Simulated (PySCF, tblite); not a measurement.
Isomers of C3H15NSSi3. Method: GFN2-xTB as coded in tblite; computed harmonic values from a numerical Hessian at the method's own geometry, unscaled. The method is semi-empirical: single wavenumbers can be off by several per cent or more. Modes of hydrogen on silicon and sulfur can be 10 to 20 % off. One conformer each.

Electronic energies: PBE0/pcSseg-1 single points on the GFN2-xTB geometries (PySCF, gas phase).

```
                            SMILES  electronic energy, lowest = 0 (kJ/mol)
       CC(C)([SiH2]N)[SiH2]S[SiH3]                                    15.0
C[C@@H]([SiH3])[Si@@](N)(S)C[SiH3]                                     0.0
    C[C@]([SiH3])(CN)[SiH2]S[SiH3]                                   120.9
```

Question: How do GFN2-xTB zero-point energies change the relative energies?

Answer: 
```csv
SMILES,ZPE (kJ/mol),of it from modes above 1550 cm⁻¹,electronic (kJ/mol),"with ZPE, lowest = 0 (kJ/mol)",lowest mode (cm⁻¹),rings
C[C@@H]([SiH3])[Si@@](N)(S)C[SiH3],432.7,244.4,0.0,0.0,33,0
CC(C)([SiH2]N)[SiH2]S[SiH3],440.3,244.7,15.0,22.6,7i,0
C[C@]([SiH3])(CN)[SiH2]S[SiH3],439.0,238.5,120.9,127.2,33,0
```

The zero-point energies span 7.6 kJ/mol, from `C[C@@H]([SiH3])[Si@@](N)(S)C[SiH3]` to `CC(C)([SiH2]N)[SiH2]S[SiH3]`. Slightly imaginary modes are left out of the zero-point energy: `CC(C)([SiH2]N)[SiH2]S[SiH3]` 7.1i cm⁻¹. The order is unchanged.

Question: And how do the electronic energies of GFN2-xTB itself compare?

Answer: `C[C@@H]([SiH3])[Si@@](N)(S)C[SiH3]` 116.5; `CC(C)([SiH2]N)[SiH2]S[SiH3]` 0.0; `C[C@]([SiH3])(CN)[SiH2]S[SiH3]` 69.7 kJ/mol, lowest = 0. Against the energies above, taken from the same isomer `C[C@@H]([SiH3])[Si@@](N)(S)C[SiH3]`, the largest difference is 167.7 kJ/mol.
